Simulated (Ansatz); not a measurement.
(HMg-mu-Br)2 (Mg2H2Br2): single points at one geometry.

```yaml
crystal:
  periodic: [false, false, false]
  atoms:
    - {symbol: Mg, position_ang: [-1.050371, -0.061092, 1.400159]}
    - {symbol: H, position_ang: [-2.061230, -0.116529, 2.761749]}
    - {symbol: Br, position_ang: [0.641167, -1.730493, 0.405423]}
    - {symbol: Mg, position_ang: [1.050212, 0.061104, -1.400277]}
    - {symbol: H, position_ang: [2.073406, 0.123186, -2.752328]}
    - {symbol: Br, position_ang: [-0.653194, 1.723834, -0.414736]}
basis:
  gaussian: {orbitals: def2-TZVP, initial_orbitals: start.molden}
magnetization: {spin_polarized: true, initial_magnetization: 2}
hamiltonian: {xc: r2scan, dispersion: d4}
scf: {omitted_lower_state_checks: [starts]}
output: {orbitals: {seedname: orbitals}}
```

The file start.molden holds the orbitals of an earlier run on this structure, at another level or in another basis.

```sh
$ ansatz run in.yaml --threads 4 --pin off --events-out ev --progress --plain --max-ram 3916MiB
```

It prints (some lines left out):

```
Functional definition: r2SCAN
1416 factors; their error is unknown
mean field evaluation 1: about -151011.3166 eV, gradient 7.0e0 eV
mean field evaluation 2: about -151011.4345 eV, gradient 1.1e0 eV
mean field evaluation 4: about -151011.3964 eV, gradient 9.2e-2 eV
mean field evaluation 8: about -151011.3975 eV, gradient 3.0e-4 eV
mean field -151011.39746423 eV, -5549.5664976088 hartree, gradient 2.2e-5 eV, S^2 2.007701; 0 other end points of the search recorded, 0 dependent functions left out
reference -151011.39749380 eV, -5549.5664986956 hartree; 49, 47 occupied and 123, 125 virtual orbitals, 1416 factors
Total energy: -151011.43423001 eV, -5549.5678487264 hartree
Checks for a lower state left out: starts
```

Run time 13 s (4 threads of Arm Neoverse V2 on a shared host).

As the first input, with `hamiltonian: {xc: pbe, dispersion: d4}` (abridged; 8.5 s):

```
Functional definition: PBE
mean field evaluation 16: about -150985.7556 eV, gradient 1.4e-5 eV
mean field -150985.75562820 eV, -5548.6241775153 hartree, gradient 7.2e-6 eV, S^2 2.003338
Total energy: -150985.91703348 eV, -5548.6301090500 hartree
Checks for a lower state left out: starts
```

First input, but with `gaussian: {orbitals: def2-TZVP}`, `hamiltonian: {xc: pbe0, dispersion: d4}` (abridged; 16 s):

```
Functional definition: PBE0
mean field evaluation 16: about -150991.2534 eV, gradient 9.9e-4 eV
mean field evaluation 32: about -150991.2915 eV, gradient 4.2e-1 eV
mean field -150991.40476678 eV, -5548.8317795290 hartree, gradient 2.5e-5 eV, S^2 2.002393; 1 other end points of the search recorded, 0 dependent functions left out
Total energy: -150991.54565047 eV, -5548.8369569092 hartree
Checks for a lower state left out: starts
```

Geometry: PBE-D4/def2-SVP, that of the neutral singlet.

At PBE0-D4/def2-TZVP a singlet of charge 0 lies 5.28 eV below the triplet at the same geometry.
